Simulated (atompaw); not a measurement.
# Co PAW (atompaw): all-electron and pseudo phase curves

| Property | Result |
| --- | --- |
| Element | cobalt (Co) |
| Generator | atompaw 4.2.0.5 |
| Type | PAW |
| Functional | PBE |
| Relativity | scalar-relativistic |
| Frozen core | [Ar] |
| Valence charge | 9 |
| Reference configuration | 3d7 4s2 4p0 |
| Partial waves | 4s (bound): rc 2.95 bohr; 4s channel at 3.25 Ry: rc 2.50 bohr; 4p (bound, empty): rc 2.95 bohr; 4p channel at 4.85 Ry: rc 2.95 bohr; 3d (bound): rc 1.50 bohr; 3d channel at 0.5 Ry: rc 1.50 bohr |
| Local potential | troulliermartins scheme with l = 3 at 1 Ry, radius 2.10 bohr |
| Core correction | smooth core density matched at 2.15 bohr |
| Augmentation charge | besselshape compensation charge, radius 2.65 bohr; PAW radius 2.95 bohr; waves and projectors: custom rrkj gramschmidtortho |

The phase is arctan(r·u′/u) with u = r·R(r), unwrapped; energies in Ry, scanned from -3 to 5 Ry. A pole is an energy at which the radial function vanishes at the test radius. The pseudo phase is shifted by a multiple of π to meet the all-electron one at the reference energy, and phase errors are pseudo minus all-electron; the curves can meet again beyond the range given. Levels narrower than the energy grid can be missing from the lists of poles.

```json
{"channel": "s", "radius (bohr)": "2.97", "reference energy (Ry)": "-0.40", "poles, all-electron": "0.58", "poles, pseudo": "0.57", "unbroken range about the reference energy with phases within 0.05 rad": "the whole range", "phase error 1 Ry above the reference energy (rad)": "-0.003"}
{"channel": "p", "radius (bohr)": "2.97", "reference energy (Ry)": "-0.09", "poles, all-electron": "1.42", "poles, pseudo": "1.40", "unbroken range about the reference energy with phases within 0.05 rad": "below 3.7", "phase error 1 Ry above the reference energy (rad)": "-0.004"}
{"channel": "d", "radius (bohr)": "2.97", "reference energy (Ry)": "-0.60", "poles, all-electron": "-0.55, 2.96", "poles, pseudo": "-0.55, 2.97", "unbroken range about the reference energy with phases within 0.05 rad": "the whole range", "phase error 1 Ry above the reference energy (rad)": "+0.000"}
```

Phases in the s channel:

```csv
E (Ry),all-electron,pseudo
-3.00,1.348,1.347
-2.52,1.319,1.318
-2.04,1.275,1.274
-1.56,1.196,1.194
-1.08,1.003,1.001
-0.60,0.114,0.113
-0.12,-1.224,-1.224
0.36,-1.509,-1.511
0.84,-1.625,-1.628
1.32,-1.710,-1.714
1.80,-1.803,-1.810
2.28,-1.956,-1.968
2.76,-2.361,-2.384
3.24,-3.593,-3.594
3.72,-4.278,-4.265
4.20,-4.481,-4.471
4.68,-4.574,-4.566
```
